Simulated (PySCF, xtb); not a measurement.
Al(H)(NCO)(OH) (CH2AlNO2), SMILES O=C=[N][AlH][OH]. Other conformers were not sampled.

Harmonic wavenumbers (cm⁻¹) from GFN2-xTB (xtb 6.7.1) at its own minimum, in rising order: 65, 87, 187, 428, 469, 489, 515, 526, 531, 638, 926, 1477, 2009, 2483, 3757.

Q: What does PBE0-D3(BJ)/def2-SVP (PySCF) give at its own minimum? (An estimate is asked for; the answer gives what the named calculation found.)

A: 74, 109, 246, 384, 505, 517, 579, 641, 651, 690, 901, 1522, 2035, 2458, 3992. Paired by order, the mean absolute difference is 60 cm⁻¹ and the zero-point energies are 20.9 and 21.9 kcal/mol.
